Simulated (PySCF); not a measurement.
Ga(OH)2(SMe) (CH₅GaO₂S), SMILES C[S][Ga]([OH])[OH].

Geometry optimised at B3LYP-D3(BJ)/def2-SVP. The structure was generated by enumeration; whether it is a known compound was not checked. The values are those of a single conformer.

Method: PySCF with B3LYP/def2-TZVP.

Symmetry labels are those of the subgroup Cs that the program uses (full group Cs).

Question: List the valence orbital energies around the gap with their symmetry. (The exact figures need the calculation; the answer reports its results.)

Answer: 
```tsv
orbital	symmetry	energy (eV)
HOMO−7	A'	-11.69
HOMO−6	A'	-10.64
HOMO−5	A'	-10.10
HOMO−4	A"	-9.20
HOMO−3	A'	-8.91
HOMO−2	A"	-8.58
HOMO−1	A'	-8.26
HOMO	A"	-6.87
LUMO	A'	-1.22
LUMO+1	A"	-0.22
LUMO+2	A'	0.11
LUMO+3	A'	0.98
```
